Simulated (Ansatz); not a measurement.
Ideal-gas functions of F$_{2}$GaHSe, SMILES `[F][Ga]([F])[SeH]` at 600 K and 1 bar, from an Ansatz frequency run at PBE0-D4/def2-TZVP.

Molar mass 187.69 g/mol, point group Cs (symmetry number 1), electronic degeneracy 1, moments of inertia 83.677, 336.051, 419.729 u Å². Harmonic wavenumbers (cm⁻¹, unscaled): 105, 165, 182, 238, 307, 644, 688, 719, 2442.

Use S(trans) = R[1.5 ln M + 2.5 ln T − 1.1517]; rotational temperatures θ = 24.2544 K / I; S(rot) = R[ln(√π/σ · √(T³/θAθBθC)) + 1.5]; for each mode x = 1.438777 ν̃/T, S = R[x/(eˣ − 1) − ln(1 − e⁻ˣ)] and H = RT x/(eˣ − 1); 1 cm⁻¹ = 0.0119627 kJ/mol; R = 8.31446 J/(mol·K).

By hand: the entropy, in J/(mol·K).

Translation 188.7. Rotation: θ = 0.2899, 0.0722, 0.0578 K, giving 124.9. Vibration, mode by mode: 19.80, 16.08, 15.27, 13.09, 11.05, 5.48, 5.03, 4.74, 0.16, in all 90.7. Electronic 0.0. Sum 404.3 J/(mol·K).

By hand: H − E and G − E in kJ/mol, counted from the electronic energy.

Zero-point energy ½ × 5490 × 0.0119627 = 32.8; thermal vibration 25.5; translation, rotation and pV give 4 RT = 20.0. H − E = 78.3 kJ/mol, and G − E = 78.3 − 600 × 404.3/1000 = -164.3 kJ/mol.

Vibration gives 22 % of the entropy, 19.8 J/(mol·K) of it from the mode under 150 cm⁻¹: soft modes count most, and the harmonic formula is weakest for them. The sum counts one conformer and one mirror image; others add a mixing term.
